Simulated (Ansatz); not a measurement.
C$_{8}$H$_{18}$O, SMILES `CCCCOCCCC`, relaxed with RKS PBE0-D4/def2-TZVP in Ansatz from a PBE-D4/def2-SVP geometry. The force threshold is 0.005 eV/Å; the program also tests the step.

Charge 0, multiplicity 1.

Start:

```xyz
27

C    -1.492   -4.197    0.229
C    -0.948   -2.987    0.990
C     0.070   -2.170    0.190
C     0.605   -0.960    0.962
O     1.608   -0.244    0.261
C     1.123    0.698   -0.682
C     0.751    2.046   -0.057
C     0.310    3.083   -1.094
C    -0.066    4.434   -0.483
H    -2.007   -3.888   -0.705
H    -2.219   -4.772    0.837
H    -0.675   -4.891   -0.061
H    -0.478   -3.326    1.941
H    -1.792   -2.329    1.295
H    -0.394   -1.830   -0.762
H     0.934   -2.808   -0.099
H     1.077   -1.304    1.908
H    -0.243   -0.293    1.257
H     1.942    0.845   -1.419
H     0.252    0.292   -1.254
H     1.630    2.420    0.513
H    -0.061    1.901    0.690
H     1.125    3.225   -1.838
H    -0.554    2.683   -1.671
H     0.787    4.876    0.074
H    -0.374    5.164   -1.258
H    -0.908    4.332    0.234
```

Problem. By how much does the energy fall, and how many steps does the optimiser take? (Best estimate.)

Solution. Computed: 10.53 kJ/mol, in 10 steps.

Problem. Which bonds change most? (Best estimate.)

Solution. Computed: C4–H18 from 1.118 to 1.100 Å; C6–H20 from 1.118 to 1.100 Å; C6–H19 from 1.112 to 1.095 Å; C4–H17 from 1.112 to 1.095 Å.

Problem. Give the relaxed structure. (Best estimate.)

Solution. The calculation gave: 
```xyz
27

C    -1.450   -4.182    0.221
C    -0.969   -2.944    0.959
C     0.090   -2.171    0.190
C     0.577   -0.949    0.947
O     1.578   -0.240    0.255
C     1.089    0.696   -0.678
C     0.768    2.041   -0.052
C     0.269    3.051   -1.072
C    -0.036    4.407   -0.461
H    -1.886   -3.918   -0.746
H    -2.210   -4.720    0.792
H    -0.624   -4.872    0.032
H    -0.567   -3.234    1.937
H    -1.821   -2.286    1.166
H    -0.314   -1.866   -0.782
H     0.950   -2.816   -0.019
H     1.020   -1.257    1.899
H    -0.271   -0.293    1.188
H     1.873    0.818   -1.432
H     0.205    0.303   -1.199
H     1.670    2.418    0.442
H     0.014    1.912    0.733
H     1.018    3.166   -1.864
H    -0.630    2.658   -1.562
H     0.854    4.837    0.006
H    -0.393    5.115   -1.212
H    -0.805    4.326    0.312
```
